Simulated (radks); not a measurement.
Results of a calculation; reference values are marked as such.
Initial-state core-level shifts of the aluminium ion Al2+ when its valence configuration changes from [Ne] 3s1. Level of theory: non-relativistic Kohn-Sham, PBE, spin-polarised, spherical densities, point nucleus; open shells are filled with parallel spins first (a radial shooting solver on a logarithmic mesh with Libxc functionals). Shifts are changes of the shell-averaged eigenvalues in eV (positive: less bound); the change of the density at the nucleus, which sets a Mossbauer isomer shift, is in e/bohr^3, on a base of 1405.

| valence | 1s | 2s | 2p | density at nucleus |
|---|---|---|---|---|
| 3s0.5 3p0.5 | -0.756 | -0.750 | -0.741 | -2.0193 |
| 3p1 | -1.512 | -1.498 | -1.480 | -4.0381 |
